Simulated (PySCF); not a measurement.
## Sn²⁺ (tin, charge +2) across methods

[Kr] 4d9 5s2 6s1, high-spin 3D determinant (an excited configuration). Computed with PySCF 2.14 in x2c-TZVPPall with one added diffuse shell each of s, p, d, f type (9s7p5d3f, 76 functions), with the spin-free X2C one-electron Hamiltonian (Gaussian nucleus). The B2PLYP total includes its PT2 part (frozen core); its orbital energies are those of the SCF part.

| method | E (hartree) | mean ε 5s α (eV) | mean ε 5s β (eV) | mean ε 6s α (eV) | Σ⟨r²⟩ (bohr²) | ⟨S²⟩ |
| --- | --- | --- | --- | --- | --- | --- |
| B2PLYP | -6173.62 | -34.012 | -33.525 | -12.482 | 56.15 | 2.000 |
| LDA | -6168.25 | -32.530 | -32.124 | -11.897 | 54.79 | 2.000 |
| BHandHLYP | -6174.28 | -34.112 | -33.678 | -12.487 | 55.86 | 2.000 |
| BLYP | -6174.50 | -32.039 | -31.731 | -11.691 | 54.94 | 2.000 |
| r2SCAN | -6174.27 | -31.963 | -31.886 | -11.863 | 55.51 | 2.000 |
| UHF | -6171.62185 | -35.331 | -34.610 | -13.055 | 57.73 | 2.001 |
| PBE0 | -6173.93 | -33.072 | -32.575 | -12.306 | 55.52 | 2.000 |

Problem. Estimate the same row for PBE.

Solution. E (hartree) = -6173.85; mean ε 5s α (eV) = -32.034; mean ε 5s β (eV) = -31.586; mean ε 6s α (eV) = -11.900; Σ⟨r²⟩ (bohr²) = 55.10; ⟨S²⟩ = 2.000.

The outer electron is Rydberg-like, and this basis confines it to a smaller radius and binds it less than a complete one would.
